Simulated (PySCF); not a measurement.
# Electron correlation in Hf⁺ (hafnium, charge +1)

[Xe] 4f14 5d3, high-spin 4F determinant (an excited configuration). All numbers are calculated (PySCF 2.14, scalar relativity through the core potential, in def2-TZVPPD with the def2 core potential (60 electrons) (6s5p3d2f1g, 59 functions)). Frozen: nothing; 11 electrons correlated.

```
  level  correlation energy (mhartree)
   CCSD                        -203.73
    (T)                          -4.17
CCSD(T)                        -207.90
```

Diagnostics: T1 = 0.0058, D1 = 0.0106, largest double amplitude 0.024.

Task: Is a single reference adequate?

Result: Yes, within this model without spin-orbit coupling: T1 lies below 0.03 and no double amplitude reaches 0.07.

The basis has no tight functions for the innermost shells, so their pair energies are far from complete.

This basis was not built for core-valence correlation, so the inner-shell part is incomplete.
